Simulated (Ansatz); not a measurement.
This geometry of ClFGaHS (5 atoms, charge 0, multiplicity 1) is a first-order saddle point.

These are results of RKS B3LYP-D4/def2-SVP in Ansatz, not measurements.

```xyz
5
Properties=species:S:1:pos:R:3
F -0.179 -1.962 0.700
Ga -0.301 -0.431 -0.140
S 1.504 0.798 -0.507
Cl -2.290 0.064 -0.757
H 1.316 1.458 0.663
```

Task: Which two structures does it join? (They come from a converged band through this point; their orientation in space is the band's.)

Result: No bond is made or broken. The dihedral Cl4–Ga2–S3–H5 goes from 180 to 0°.

Initial state:

```xyz
5
Properties=species:S:1:pos:R:3
F -0.253 -1.465 1.135
Ga -0.435 -0.267 -0.129
S 1.092 1.285 -0.361
Cl -2.170 -0.428 -1.365
H 1.815 0.802 0.679
```

Final state:

```xyz
5
Properties=species:S:1:pos:R:3
F -0.288 -1.779 1.391
Ga -0.233 -0.477 0.227
S 1.454 0.919 0.278
Cl -1.855 -0.367 -1.168
H 0.972 1.630 -0.769
```

Task: How far does it lie above each of them?

Result: 5.0 kcal/mol above the first and 4.9 kcal/mol above the second. This is the barrier of this one path; another mechanism may lie lower.

The run took 110 s on 1 thread of Arm Neoverse V1, with other jobs on the host, peak memory 0.19 GiB.
